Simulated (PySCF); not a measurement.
## Correlation energy of P (phosphorus, neutral)

[Ne] 3s1 3p3 4s1, high-spin 6S determinant (an excited configuration). Calculation: PySCF 2.14, in aug-cc-pwCVQZ; no relativity, point nucleus. Frozen: 1s2; 13 electrons correlated.

MP2 pair energies summed by pair of shells (mhartree):

| pair | energy | share (%) |
| --- | --- | --- |
| 2p-2p | -192.04 | 57.4 |
| 2s-2p | -62.22 | 18.6 |
| 2p-3p | -23.62 | 7.1 |
| 3p-3p | -20.44 | 6.1 |
| 2s-2s | -10.10 | 3.0 |
| 2p-3s | -7.89 | 2.4 |
| 3p-4s | -7.65 | 2.3 |
| 3s-3p | -3.99 | 1.2 |
| 2s-3p | -3.97 | 1.2 |
| 2s-3s | -1.45 | 0.4 |
| 2p-4s | -1.00 | 0.3 |
| 3s-4s | -0.31 | 0.1 |
| 2s-4s | -0.14 | 0.0 |

Total MP2 correlation energy: -334.81 mhartree.

Same-spin part -113.27 and opposite-spin part -221.54 mhartree; SCS-MP2 scales them by 1/3 and 6/5 to -303.60 mhartree.
